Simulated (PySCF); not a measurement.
# Static response to an electric field

C₅H₅NOS.
Geometry (GFN2-xTB, Å), atoms numbered from 1 in this order:
```xyz
13
C5H5NOS angstrom
C     -2.016   -0.476   -0.022
C     -1.078    0.298    0.871
O     -1.437    0.851    1.886
C      0.317    0.342    0.429
C      0.941   -0.205   -0.673
C      2.304    0.117   -0.662
N      2.710    0.845    0.351
S      1.498    1.199    1.361
H     -3.020   -0.447    0.394
H     -1.685   -1.510   -0.099
H     -2.022   -0.040   -1.018
H      0.461   -0.792   -1.432
H      3.024   -0.182   -1.404
```

Level: B3LYP/def2-SVPD (PySCF), static field, nuclei fixed, core orbitals frozen in the response. The polarisability tensor in these axes (au):

```
x   104.17   6.53  -8.25
y     6.53  65.86  17.52
z    -8.25  17.52  84.37
```

**Question.** Diagonalise the tensor; give its mean and Δα, where Δα² is half the sum of the squared differences of the eigenvalues.

**Answer.** Principal values 53.38, 93.87 and 107.16 au; mean 84.80 au = 12.57 Å³ = 13.98 × 10⁻⁴⁰ C²·m²/J; Δα = 48.52 au (57 % of the mean).

**Question.** What is the dipole moment, and where does it point?

**Answer.** (-0.69, -2.17, -3.21) D, 3.94 D in size, pointing from the negative to the positive side. Measured along this direction, the outermost atoms are S8 at the negative end and H12 at the positive end.

**Question.** How large is μ²/3kT at 298 K beside α?

**Answer.** In Gaussian units μ²/3kT = 125.61 Å³ against 12.57 Å³, a ratio of 10.00; the Debye molar polarisation (4π/3)N_A(α + μ²/3kT) is 348.6 cm³/mol, leaving out the vibrational part.

**Question.** What depolarisation ratio follows for Rayleigh scattering of linearly polarised light, taking the static tensor?

**Answer.** ρ = 3Δα²/(45ᾱ² + 4Δα²) = 7061.9/(323603 + 9415.8) = 0.0212.

**Question.** Form Σ f/ω² (atomic units) for the 8 lowest TDDFT singlets, given as eV and f, and set it beside the mean polarisability, which is this sum over all singlets: 3.60, 0.0003; 4.62, 0.0013; 4.64, 0.0644; 5.17, 0.1861; 6.24, 0.0001; 6.50, 0.0001; 6.52, 0.0011; 6.79, 0.0354.

**Answer.** They add up to 8.03 au, 9.5 % of the 84.80 au; the largest single term is 5.16 au, from the state at 5.17 eV. Terms in order: 0.01, 0.05, 2.21, 5.16, 0.00, 0.00, 0.02, 0.57 au. Higher excitations give the rest. The strengths listed sum to 0.289.

Isolated species at its GFN2-xTB geometry (one conformer only).
